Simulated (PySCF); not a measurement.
**Polarisability and C₆ of Mn²⁺ (manganese, charge +2)**

[Ar] 3d5, high-spin 6S determinant. Computed with PySCF 2.14 in aug-cc-pVDZ, with the non-relativistic Hamiltonian (point nucleus). Coupled (time-dependent) response in atomic units; α is the mean over directions. A double-zeta set is small for polarisabilities.

| method | mean α (bohr³) | C₆ (like pair) | S(−4) |
| --- | --- | --- | --- |
| UHF | 3.174 | 8.943 | 4.671 |
| PBE | 3.965 | 11.16 | 9.972 |
| PBE0 | 3.671 | 10.33 | 7.691 |

S(−4) is the Cauchy moment in α(ω) = α(0) + S(−4) ω² + …

α(iu) at PBE0:

```
u (hartree)  α(iu) (bohr³)
          0          3.671
     0.0500          3.652
      0.100          3.597
      0.200          3.404
      0.300          3.154
      0.500          2.654
      0.750          2.160
       1.00          1.797
       1.50          1.307
       2.00         0.9956
       3.00         0.6308
       5.00         0.3093
```

A single London oscillator, α(iu) = α/(1 + u²/ω²), gives C₆ = (3/4) ω α². Matching the computed C₆ needs ω = 4 × 10.33 / (3 × 3.671²) = 1.02 hartree.

For an ion, C₆ is the dispersion term alone; charge-induced terms of lower order in 1/R come first.
